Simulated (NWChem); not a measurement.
**Correlation energy of hydronium (H₃O (+1))**

```
O
H 1 0.9860
H 1 0.9860 2 112.06
H 1 0.9860 2 112.06 3 -126.98
```
Charge +1, spin multiplicity 1.

The numbers come from NWChem runs, not from measurements. Structure: optimised with B3LYP/def2-SVP, a minimum by its harmonic frequencies.

Basis set: def2-TZVP. Each correlation energy counts from its own Hartree-Fock reference.

The correlated methods keep 1 core orbital frozen. No row is a measurement; the coupled-cluster row has its own basis-set and correlation limits.

Q: Order these methods by the correlation energy they give, lowest first: SCS-MP2, CR-CCSD(T), MP2, CCSD+T(CCSD), CCSD.

A: CCSD+T(CCSD) (-264.7 mHa), CR-CCSD(T) (-263.8 mHa), CCSD (-258.2 mHa), MP2 (-249.0 mHa), SCS-MP2 (-247.4 mHa)
